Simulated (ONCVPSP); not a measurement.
# u(r) = r·R(r): atom against pseudo-atom (nitrogen (N))

Columns: radius, all-electron u(r) and pseudo u(r) of the 2s shell (level -18.86 eV) of nitrogen in the configuration [He] 2s1 2p4; LDA (Perdew-Wang 92), scalar-relativistic, ONCV scheme, ONCVPSP 4.0.1.

```tsv
r (bohr)	all-electron	pseudo
0.115	-0.3894	0.1024
0.230	-0.2307	0.2107
0.345	0.0667	0.3331
0.460	0.3526	0.4667
0.575	0.5786	0.5978
0.690	0.7364	0.7178
0.805	0.8332	0.8167
0.920	0.8807	0.8764
1.035	0.8910	0.8909
1.150	0.8746	0.8746
1.265	0.8401	0.8401
1.380	0.7941	0.7941
1.495	0.7413	0.7413
1.610	0.6855	0.6855
1.725	0.6290	0.6290
1.840	0.5736	0.5736
1.955	0.5204	0.5204
2.070	0.4702	0.4702
2.185	0.4233	0.4233
2.300	0.3799	0.3799
2.415	0.3401	0.3401
2.530	0.3038	0.3038
2.645	0.2708	0.2708
2.760	0.2410	0.2410
2.875	0.2141	0.2141
2.990	0.1900	0.1900
```

Q: How many radial nodes do the two functions have?

A: The all-electron 2s function has n − l − 1 = 1; the pseudo-wave has 0, since the states of the same l below it are removed with the core.

Q: At about which radius was the pseudo-wave matched?

A: 1.10 bohr, where the columns begin to agree (steps of 0.12 bohr).

Q: Where does each function peak?

A: Outermost all-electron maximum near 1.03 bohr, pseudo maximum near 1.03 bohr (to the table’s step).

Q: Is the pseudo-wave norm-conserving?

A: Yes: the ONCV scheme keeps the norm inside the radius equal to the all-electron one, which fixes the energy derivative of the logarithmic derivative at the level.
